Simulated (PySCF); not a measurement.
Two-component Hartree-Fock for Kr⁺ (krypton, charge +1)

Start: [Ar] 3d10 4s2 4p5; 4p1/2 filled at m_j = -1/2, +1/2; 4p3/2 filled at m_j = -1/2, +1/2, +3/2. Calculated with PySCF 2.14 in x2c-TZVPall-2c: generalised Hartree-Fock with the X2C-1e Hamiltonian and a Gaussian nucleus; one run each with spin-orbit coupling (SO) switched off, then screened by Boettger's factors. This is a chosen level, not necessarily the ground level.

| spinor shell | electrons | ε, spin-free (eV) | ε, screened SO (eV) | weight of nominal j (screened SO) | rms radius, screened SO (bohr) |
| --- | --- | --- | --- | --- | --- |
| 1s1/2 | 2 | -14416.9 | -14416.4 | 1.000 | 0.0478 |
| 2s1/2 | 2 | -1972.7 | -1972.5 | 1.000 | 0.199 |
| 2p1/2 | 2 | -1740.1 | -1777.0 | 1.000 | 0.174 |
| 2p3/2 | 4 | -1740.1 | -1722.4 | 1.000 | 0.178 |
| 3s1/2 | 2 | -317.33 | -317.25 | 1.000 | 0.565 |
| 3p1/2 | 2 | -240.83 | -246.59 | 1.000 | 0.574 |
| 3p3/2 | 4 | -240.83 | -237.98 | 1.000 | 0.585 |
| 3d3/2 | 4 | -113.96 | -114.73 | 0.995 | 0.610 |
| 3d5/2 | 6 | -113.96 | -113.32 | 0.997 | 0.612 |
| 4s1/2 | 2 | -42.708 | -42.676 | 1.000 | 1.67 |
| 4p1/2 | 2 | -24.974 | -25.620 | 0.792 | 1.95 |
| 4p3/2 | 3 | -24.974 | -24.594 | 0.861 | 1.99 |

| quantity | spin-free | screened SO |
| --- | --- | --- |
| E (hartree) | -2787.60760 | -2787.78418 |
| M_J | 3/2 | 3/2 |
| ⟨J²⟩ | 3.760 | 3.760 |
| ⟨L²⟩ | 2.007 | 2.011 |
| ⟨S²⟩ | 0.753 | 0.756 |

Each row is a mean over spinors that exchange with the open shell spreads, by up to 3.277 eV (4s1/2).

Rows whose weight is well below 1 are mixtures of j = l ± 1/2: exchange outweighs spin-orbit coupling there, and the label is only the starting occupation.

Without spin-orbit coupling the j labels of p, d and f shells carry no meaning; the spin-free column gives the mean over the occupied spinors of each nl shell.
